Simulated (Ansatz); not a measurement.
Isomers of CH$_{7}$BSi$_{2}$, relaxed with PBE0-D4/def2-TZVP in Ansatz; electronic energies, one conformer each and not always the lowest. Functionals use def2-TZVPP; CBS adds triple-zeta CCSD(T) − MP2 to the MP2 limit of def2-TZVPP and def2-QZVPP.

Order them by energy at frozen-core CCSD(T)/CBS, lowest first. (Estimate.)
A. `CB1[SiH2][SiH2]1`
B. `BC1[SiH2][SiH2]1`
C. `[SiH3]B1C[SiH2]1`
D. `B1C[SiH2][SiH2]1`
E. `C[SiH]1B[SiH2]1`
F. `B1[SiH2]C[SiH2]1`
G. `[SiH3][SiH]1BC1`

D (0.0 kcal/mol), B (6.1 kcal/mol), F (10.4 kcal/mol), E (17.6 kcal/mol), A (19.7 kcal/mol), G (22.1 kcal/mol), C (24.1 kcal/mol).

How do B3LYP-D4, ωB97M-V, PBE-D4, B2PLYP place them (kcal/mol, against `B1C[SiH2][SiH2]1`)? (An estimate is asked.)

Computed: 
| isomer | B3LYP-D4 | ωB97M-V | PBE-D4 | B2PLYP |
| --- | --- | --- | --- | --- |
| `C[SiH]1B[SiH2]1` | 16.4 | 18.5 | 16.7 | 16.5 |
| `CB1[SiH2][SiH2]1` | 18.3 | 20.8 | 17.8 | 18.6 |
| `BC1[SiH2][SiH2]1` | 5.6 | 5.6 | 9.3 | 5.5 |
| `[SiH3]B1C[SiH2]1` | 22.7 | 24.2 | 25.4 | 22.7 |
| `[SiH3][SiH]1BC1` | 20.5 | 22.3 | 22.7 | 20.8 |
| `B1[SiH2]C[SiH2]1` | 10.6 | 10.8 | 14.9 | 10.8 |

B3LYP here is the variant with VWN-RPA as its local correlation; programs differ in this.
